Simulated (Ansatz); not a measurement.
A structure relaxed at PBE-D4/def2-SVP in Ansatz, charge 1, doublet:

```xyz
9

Sn    0.002   -2.509    2.735
Sn   -1.413    0.701    1.014
Sn    2.790    1.435   -0.671
Sn    1.297   -0.758    0.803
Sn   -0.297   -1.003   -1.828
Cl   -2.283    0.622   -1.477
Cl    1.257    0.900   -2.756
Cl    0.865    2.551    0.593
Cl   -2.218   -1.938    1.586
```

Question: Give its formula.

Answer: Sn₅Cl₄⁺.

Question: Summarise the bond lengths by kind (pairs closer than 1.2 times the sum of covalent radii, bridged metal pairs left out).

Answer: 7 × Cl–Sn 2.56 to 2.82 Å; 4 × Sn–Sn 2.91 to 3.09 Å.

In the def2 sets Sn takes a core potential; there is no spin–orbit coupling. The structure comes from a short search, and lower isomers may exist.
